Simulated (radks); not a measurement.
Valence configurations of neutral ytterbium (all share [Xe]). All-electron calculation, Dirac Kohn-Sham, BLYP, spin-unpolarised, spherical densities, point nucleus; open shells are shared between the two j in proportion to 2j + 1. Program: a radial shooting solver on a logarithmic mesh with Libxc functionals. Energies are relative to 4f14 6s2; eigenvalues in eV.

valence	E (eV)	e(4f5/2)	e(4f7/2)	e(5d3/2)	e(5d5/2)	e(6p1/2)
4f14 6s2	0.000	-3.545	-2.228	-	-	-
4f14 6s1.5 6p0.5	1.445	-4.363	-3.046	-	-	-1.530
4f14 6s1 6p1	2.969	-5.121	-3.804	-	-	-1.846
4f14 5d1 6s1	3.265	-3.349	-2.033	-0.744	-0.586	-
4f14 5d1 6s0.5 6p0.5	4.673	-3.874	-2.558	-1.120	-0.941	-1.577
4f13 5d1 6s2	4.839	-10.106	-8.715	-1.926	-1.615	-
4f13 6s2 6p1	5.939	-13.249	-11.856	-	-	-2.293
4f14 5d2	6.569	-3.305	-1.990	-0.881	-0.733	-
4f12 5d2 6s2	15.367	-17.213	-15.746	-3.035	-2.612	-
4f12 6s2 6p2	21.393	-24.444	-22.974	-	-	-3.331

NIST lists [Xe] 4f14 6s2 as the ground configuration; this level of theory agrees among the configurations tried. The energies are those of spherical spin-averaged densities, not of single terms.
